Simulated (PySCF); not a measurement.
# Worked example: oscillator strength and radiative lifetime

2-bromo-1,1-difluoroethane (C₂H₃BrF₂), SMILES FC(F)CBr.

The structure is a stationary point at PBE0-D3(BJ)/def2-SVP. One conformer was computed; it need not be the lowest.

TDA-B3LYP/def2-SVPD run with PySCF 2.14.0 puts the first singlet state with f over 0.02 at 7.54 eV (vertical), with the transition dipole (0.200, 0.149, -0.430) in atomic units.

Question: Find the oscillator strength, the wavelength and the radiative lifetime that this transition would have in vacuum if emission retraced absorption.

Answer: 
|μ|² = 0.2471 au, so |μ| = 1.26 D. ΔE = 7.54/27.211 = 0.2771 hartree. f = (2/3) ΔE |μ|² = 0.046 (the program prints 0.046).
λ = 1239.84/7.54 = 164 nm; ν = 60814 cm⁻¹.
Einstein's coefficient A = 0.6670 ν² f s⁻¹ (ν in cm⁻¹) = 1.1e8 s⁻¹, so τ = 1/A = 8.9 ns. This state is S3; the lower singlets have f = 0.001, 0.001. The figure is the radiative limit of this one transition; relaxation, internal conversion, crossing to triplets and a medium change what is measured.
